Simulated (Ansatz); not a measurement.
C2H6GaN, SMILES `C=[N][GaH][CH3]`, relaxed with RKS PBE0-D4/def2-TZVP in Ansatz 0.2.0 from a PBE-D4/def2-SVP geometry. The force threshold is 0.005 eV/Å; the program also tests the step.

The species carries charge 0 and has multiplicity 1.

Start:

```xyz
10

C     0.631   -1.550    1.727
N     0.621   -0.597    0.909
Ga    0.624    0.718   -0.345
C    -1.039    0.947   -1.375
H     0.318   -1.433    2.798
H     0.954   -2.589    1.452
H     1.975    1.514   -0.409
H    -1.376    2.003   -1.338
H    -0.865    0.689   -2.440
H    -1.843    0.298   -0.980
```

```json
{"step": "1", "energy (eV)": "-56029.3482", "largest force (eV/Å)": "0.941", "largest move (Å)": "0.000"}
{"step": "2", "energy (eV)": "-56029.3857", "largest force (eV/Å)": "0.161", "largest move (Å)": "0.025"}
{"step": "3 (rejected)", "energy (eV)": "-56029.2305", "largest force (eV/Å)": "2.186", "largest move (Å)": "0.110"}
{"step": "4", "energy (eV)": "-56029.3874", "largest force (eV/Å)": "0.109", "largest move (Å)": "0.010"}
{"step": "5", "energy (eV)": "-56029.3878", "largest force (eV/Å)": "0.074", "largest move (Å)": "0.034"}
{"step": "6", "energy (eV)": "-56029.3881", "largest force (eV/Å)": "0.074", "largest move (Å)": "0.031"}
{"step": "7", "energy (eV)": "-56029.3900", "largest force (eV/Å)": "0.080", "largest move (Å)": "0.061"}
{"step": "8", "energy (eV)": "-56029.3903", "largest force (eV/Å)": "0.087", "largest move (Å)": "0.015"}
{"step": "9 (rejected)", "energy (eV)": "-56029.3860", "largest force (eV/Å)": "0.724", "largest move (Å)": "0.193"}
{"step": "10", "energy (eV)": "-56029.3929", "largest force (eV/Å)": "0.071", "largest move (Å)": "0.096"}
{"step": "11", "energy (eV)": "-56029.3929", "largest force (eV/Å)": "0.161", "largest move (Å)": "0.050"}
{"step": "12", "energy (eV)": "-56029.3933", "largest force (eV/Å)": "0.091", "largest move (Å)": "0.012"}
{"step": "13", "energy (eV)": "-56029.3936", "largest force (eV/Å)": "0.030", "largest move (Å)": "0.014"}
{"step": "14", "energy (eV)": "-56029.3937", "largest force (eV/Å)": "0.024", "largest move (Å)": "0.008"}
{"step": "15", "energy (eV)": "-56029.3938", "largest force (eV/Å)": "0.008", "largest move (Å)": "0.008"}
{"step": "16", "energy (eV)": "-56029.3938", "largest force (eV/Å)": "0.004", "largest move (Å)": "0.003"}
```

End:

```xyz
10

C     0.610   -1.502    1.731
N     0.524   -0.430    1.106
Ga    0.624    0.674   -0.332
C    -1.020    0.919   -1.370
H     0.358   -1.566    2.802
H     0.937   -2.452    1.278
H     1.977    1.439   -0.474
H    -1.345    1.961   -1.332
H    -0.845    0.671   -2.420
H    -1.821    0.286   -0.989
```

Run time 47 s (4 threads of an Arm Neoverse V1 on a shared host); peak host memory 0.43 GiB.
